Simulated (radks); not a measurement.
Values are calculated unless marked as measured or tabulated.
Coulomb parameter of the 4f shell of the terbium ion Tb3+ in the model configuration [Xe] 4f7 6s1, as a second difference U = [E(n + 1) + E(n - 1) - 2 E(n)] / (1)^2 with all orbitals relaxed. "Bare": the charge of the atom changes with n. "Screened": the 6s shell takes up the change at fixed total charge, which measures U(4f,4f) + U(6s,6s) - 2 U(4f,6s). Level of theory: scalar-relativistic Kohn-Sham, PBEsol, spin-unpolarised, spherical densities, finite nucleus; Fermi nuclear charge, rms radius 5.06 fm (a radial shooting solver on a logarithmic mesh with Libxc functionals).

case,configuration,E - E(n) (eV)
start,[Xe] 4f7 6s1,0.000
bare +1,[Xe] 4f8 6s1,-34.985
bare -1,[Xe] 4f6 6s1,55.319
screened +1,[Xe] 4f8,-15.492
screened -1,[Xe] 4f6 6s2,24.056

U(bare) = 20.334 eV, U(screened by 6s) = 8.564 eV, against the Slater integral F0(4f,4f) = 32.121 eV with frozen orbitals.
